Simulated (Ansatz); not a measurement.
Na₈Cl₈⁺ (started as a model of: 2x2x4 NaCl rock-salt block). Total charge 1; doublet. Geometry PBE-D4/def2-SVP; atoms count from 1.

| atom | x (Å) | y (Å) | z (Å) |
| --- | --- | --- | --- |
| Na1 | 0.5644 | -0.7377 | 4.3229 |
| Cl2 | 0.3196 | 0.8974 | 2.2521 |
| Na3 | 0.0561 | 2.2803 | -0.0171 |
| Cl4 | -0.2102 | 3.8380 | -2.2127 |
| Cl5 | -1.3725 | -2.3715 | 3.4875 |
| Na6 | -1.6858 | -0.7704 | 1.3297 |
| Cl7 | -2.1749 | 0.8216 | -0.7579 |
| Na8 | -2.3463 | 2.3888 | -2.8877 |
| Cl9 | 2.1773 | -2.4141 | 3.0169 |
| Na10 | 1.9540 | -0.8253 | 0.8390 |
| Cl11 | 1.9156 | 0.7206 | -1.3382 |
| Na12 | 1.5618 | 2.2768 | -3.4536 |
| Na13 | 0.2202 | -3.9279 | 2.0184 |
| Cl14 | -0.0604 | -2.4396 | -0.1560 |
| Na15 | -0.3244 | -0.6847 | -2.1515 |
| Cl16 | -0.5945 | 0.9476 | -4.2917 |

(1) Estimate the Mulliken populations from the PBE0/def2-SVP orbitals of Ansatz.

(2) Where does the spin sit?

Answers

(1) 
```csv
atom,charge (e),spin (α − β)
Na1,0.57,-0.02
Cl2,-0.46,0.01
Na3,0.48,0.00
Cl4,-0.34,0.26
Cl5,-0.34,0.26
Na6,0.48,0.00
Cl7,-0.46,0.01
Na8,0.57,-0.02
Cl9,-0.34,0.26
Na10,0.48,0.00
Cl11,-0.46,0.01
Na12,0.57,-0.02
Na13,0.57,-0.02
Cl14,-0.46,0.01
Na15,0.48,0.00
Cl16,-0.34,0.26
```
Mulliken values and Mayer orders depend strongly on the basis.

(2) Summed by element: Na -0.07, Cl 1.07, of 1 unpaired in all. Largest on single atoms: Cl16 0.26, Cl4 0.26, Cl5 0.26.
